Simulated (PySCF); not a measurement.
# Static response to an electric field

C₂F₆P₂.
Atom-mapped SMILES: `[F:1][C:2]([F:3])([F:4])/[P:5]=[P:6]\[C:7]([F:8])([F:9])[F:10]`

Cartesian coordinates in Å at the GFN2-xTB level; atoms count from 1:
```xyz
10
C2F6P2 angstrom
F     -0.9910    0.1050    1.2514
C     -1.6623    0.0094    0.1017
F     -2.9152    0.4048    0.3571
F     -1.7183   -1.2768   -0.2502
P     -0.9887    1.1130   -1.3236
P      1.0380    1.0723   -1.3220
C      1.6615   -0.1321    0.0426
F      1.7016    0.4555    1.2405
F      0.9677   -1.2674    0.1514
F      2.9155   -0.4791   -0.2715
```

Level: CAM-B3LYP/def2-SVPD (PySCF), static field, nuclei fixed, core orbitals frozen in the response. The polarisability tensor in these axes (au):

```
x   105.88  -1.37  -0.65
y    -1.37  67.92  -7.62
z    -0.65  -7.62  70.79
```

Task: Give the principal values, the mean and the anisotropy Δα = √{½[(α1 − α2)² + (α2 − α3)² + (α1 − α3)²]}.

Result: Principal values 61.55, 77.10 and 105.93 au; mean 81.53 au = 12.08 Å³ = 13.44 × 10⁻⁴⁰ C²·m²/J; Δα = 39.00 au (48 % of the mean).

Task: What is the dipole moment, and where does it point?

Result: (0.03, 1.25, -1.51) D, 1.96 D in size, pointing from the negative to the positive side. Measured along this direction, the outermost atoms are F1 and F9 at the negative end and P6 and P5 at the positive end.

Task: Refractivity n − 1 of an ideal gas of it at 273.15 K and 1 atm, from the electronic α?

Result: N = p/kT = 2.6868 × 10¹⁹ cm⁻³, so n − 1 = 2π × N × 12.08 × 10⁻²⁴ cm³ = 2039 × 10⁻⁶ at long wavelengths.

Task: Find the Langevin capture rate constant for H3O+ (19.018 u) meeting this molecule (199.938 u), k = 2.342 × 10⁻⁹ cm³/s × √(α in Å³ / reduced mass in u).

Result: The reduced mass is 17.37 u, so k = 1.95 × 10⁻⁹ cm³/s. The formula leaves out the permanent dipole, which adds to the capture rate.

Task: Traceless (Buckingham) quadrupole moment about the centre of nuclear charge: eigenvalues?

Result: -3.40, 1.52, 1.87 D·Å. The values depend on the origin, since the dipole doesn't vanish. The electronic extent ⟨r²⟩ about the same centre is 1711 bohr², a root-mean-square distance of 2.23 Å for the 96 electrons.

Isolated species at its GFN2-xTB geometry, gas phase.

These values come from a run that also computed excited states. On one thread of an Arm Neoverse N1 (shared host), this took 85 s of wall time and 1.0 GiB of memory at its peak.
